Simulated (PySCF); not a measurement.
A PySCF script (with the pyscf-properties extension) for the NMR shieldings of C6H13BOSi2, on a GFN2-xTB geometry:

```python
import basis_set_exchange as bse
import numpy as np
from pyscf import gto, dft
from pyscf.prop import nmr

atoms = """
C     3.357277    0.179321   -0.886882
O     2.190626    0.950855   -1.021482
C     0.978948    0.450497   -0.595102
C     0.854009   -0.768539   -0.022278
C    -0.362045   -1.372133    0.462312
C    -1.619525   -0.937476    0.288104
C    -2.771362   -1.712966    0.839495
Si   -1.967460    0.626053   -0.718426
B    -0.222414    1.552128   -0.744726
Si    0.358438    2.195495    0.982580
H     4.166013    0.789159   -1.287201
H     3.567165   -0.054192    0.163709
H     3.294463   -0.753381   -1.456786
H     1.722285   -1.413554    0.065249
H    -0.199493   -2.304428    1.001371
H    -3.335223   -1.093774    1.537126
H    -2.450736   -2.618891    1.354493
H    -3.451482   -1.987945    0.034152
H    -3.104522    1.292429   -0.026202
H    -2.605321    0.142702   -1.970977
H    -0.019657    2.298815   -1.646996
H     0.085957    1.548946    2.286887
H     1.529306    3.017865    1.371656
"""
names = dict.fromkeys(["C", "O", "Si", "B", "H"], "pcSseg-1")
basis = {el: gto.basis.parse(bse.get_basis(n, elements=[el], fmt="nwchem")) for el, n in names.items()}
mol = gto.M(atom=atoms, basis=basis, charge=0, verbose=0)
mf = dft.RKS(mol, xc="PBE0")
mf.grids.level = 2
mf.grids.alignment = dft.numint.BLKSIZE   # the property module wants whole blocks of grid points
mf.conv_tol = 1e-9
mf.kernel()

calc = nmr.RKS(mf)   # GIAO
C = mf.mo_coeff
Co = C[:, mf.mo_occ > 0]
resp = mf.gen_response(singlet=True, hermi=2)
def vind(x):   # induced exchange potential for any number of trial vectors
    d = np.einsum("pi,xij,qj->xpq", C, 2 * x.reshape(-1, C.shape[1], Co.shape[1]), Co, optimize=True)
    return np.einsum("xpq,pi,qj->xij", resp(d - d.transpose(0, 2, 1)), C, Co, optimize=True).ravel()
mo1, _ = nmr.rhf.solve_mo1(calc, with_cphf=vind)
sigma = calc.kernel(mo1)
for i, s in enumerate(sigma):   # ppm
    w = np.linalg.eigvalsh((s + s.T) / 2)
    print("%2d %-2s iso %8.1f  s11 %8.1f  s22 %8.1f  s33 %8.1f" % (i, mol.atom_pure_symbol(i), w.mean(), *w))
```

Q: What does it print?

A: 
```
 0 C  iso    131.7  s11    100.4  s22    116.9  s33    177.7
 1 O  iso    204.4  s11    110.6  s22    227.2  s33    275.3
 2 C  iso     40.2  s11    -24.2  s22     50.0  s33     94.7
 3 C  iso     48.9  s11    -62.0  s22     48.6  s33    160.2
 4 C  iso     46.1  s11    -63.7  s22     70.1  s33    131.8
 5 C  iso     33.0  s11    -83.9  s22     -2.4  s33    185.4
 6 C  iso    155.3  s11    138.4  s22    143.3  s33    184.3
 7 Si iso    419.0  s11    381.8  s22    398.9  s33    476.3
 8 B  iso    133.6  s11    109.9  s22    131.1  s33    159.9
 9 Si iso    121.1  s11   -147.2  s22     95.8  s33    414.8
10 H  iso     27.8  s11     23.5  s22     26.1  s33     33.8
11 H  iso     28.5  s11     25.3  s22     26.2  s33     33.9
12 H  iso     28.2  s11     25.0  s22     25.4  s33     34.1
13 H  iso     25.0  s11     22.6  s22     23.4  s33     29.1
14 H  iso     25.2  s11     23.0  s22     24.5  s33     28.2
15 H  iso     29.4  s11     25.3  s22     28.3  s33     34.6
16 H  iso     29.8  s11     26.1  s22     28.4  s33     34.9
17 H  iso     29.5  s11     25.8  s22     28.1  s33     34.6
18 H  iso     27.6  s11     24.9  s22     26.1  s33     31.8
19 H  iso     27.2  s11     23.9  s22     25.3  s33     32.4
20 H  iso     28.6  s11     26.3  s22     28.1  s33     31.2
21 H  iso     25.3  s11     23.2  s22     24.0  s33     28.6
22 H  iso     24.8  s11     21.3  s22     24.6  s33     28.5
```

These numbers come from an equivalent density-fitted implementation of the same equations, which agrees with the script to about 0.01 ppm for H and up to a few tenths of a ppm for heavy atoms, so last digits may differ.

Size and cost of the density-fitted run: 249 basis functions, 65 s wall time on 1 thread of an Arm Neoverse V2, shared host; peak memory 1.1 GiB.
